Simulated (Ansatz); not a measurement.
Calculated with Ansatz (gas phase, PBE0-D4/def2-TZVP geometries, no zero-point term in ΔE). CCSD(T)/CBS is the MP2 limit (def2-TZVPP, def2-QZVPP) plus CCSD(T) − MP2 in def2-TZVPP, frozen cores. This one scheme is used for every species. DFT in def2-TZVPP. B3LYP here is the variant with VWN-RPA as its local correlation; programs differ in this. HSE06 is defined as in plane-wave codes. For Se outer-core shells are correlated without core-valence functions, which leaves a few kJ/mol of doubt a bond. Scalar relativity is left out up to krypton. Each species was taken in one conformer, which may not be the lowest.

`OC[SiH](Cl)[SeH]` + H₂ → `Cl[SiH2][SeH]` + CH₃OH  (hydrogenolysis of the Si–C bond)

```tsv
level	ΔE (kcal/mol)	difference from CCSD(T)/CBS
LDA (SPW92)	-3.4	2.7
PBE-D4	-3.8	2.3
revPBE-D4	-2.7	3.4
BLYP-D4	-4.2	1.9
r2SCAN-D4	-4.7	1.4
B97M-V	-6.5	-0.4
PBE0-D4	-5.6	0.5
r2SCANh-D4	-5.3	0.8
r2SCAN0-D4	-6.1	0.0
HSE06-D4	-5.7	0.4
BHLYP-D4	-7.9	-1.8
CAM-B3LYP-D4	-7.0	-0.9
ωB97X-V	-6.5	-0.4
ωB97M-V	-5.7	0.4
B2PLYP	-7.7	-1.6
PBE-QIDH	-7.0	-0.9
PBE	-5.8	0.3
revPBE	-7.0	-0.9
BLYP	-8.2	-2.1
r2SCAN	-5.3	0.8
PBE0	-7.5	-1.4
B3LYP	-9.1	-3.0
r2SCANh	-5.9	0.2
r2SCAN0	-6.8	-0.7
HSE06	-7.4	-1.3
BHLYP	-10.6	-4.5
RPA@PBE/def2-TZVPP	-7.3	-1.2
HF/def2-SVP	-15.0	-8.9
MP2/def2-SVP	-6.9	-0.8
CCSD(T)/def2-SVP	-8.4	-2.3
HF/def2-TZVPP	-14.3	-8.2
SCS-MP2/def2-TZVPP	-7.2	-1.1
CCSD/def2-TZVPP	-8.1	-2.0
CCSD(T)/def2-TZVPP	-6.5	-0.4
HF/def2-QZVPP	-14.4	-8.3
MP2/def2-QZVPP	-5.0	1.1
SCS-MP2/def2-QZVPP	-7.0	-0.9
HF/CBS(def2)	-14.4	-8.3
MP2/CBS(def2)	-4.8	1.3
CCSD/CBS(def2)	-7.7	-1.6
CCSD(T)/CBS	-6.1	0
```

(1) What do rigid-rotor, harmonic-oscillator terms from PBE0-D4/def2-TZVP frequencies (298.15 K, 1 bar) make of the CCSD(T)/CBS value? (Best estimate.)

Largest T1 diagnostic among the species: 0.010.

Results:

(1) Ansatz gave: ΔZPE = +4.4 kcal/mol, ΔH = -2.9 kcal/mol, ΔS = 48 J/(mol·K), ΔG = -6.3 kcal/mol.

The D4 term adds +3.2 kcal/mol with B3LYP and +1.8 kcal/mol with PBE0; it sums over pairs of atoms, weighted by their polarisabilities, and B3LYP, whose exchange is more repulsive, gets the larger term. From BLYP to BHLYP (50 % exact exchange), in def2-TZVPP and without D4, ΔE moves by −2.4 kcal/mol. In def2-TZVPP, CCSD(T) changes the Hartree–Fock value by +7.8 kcal/mol (the triples alone add +1.6 kcal/mol) and MP2 by +9.1 kcal/mol.

CCSD(T)/CBS has its own doubt, a few kJ/mol and more with outer-core shells, so smaller differences from it don't rank the levels.
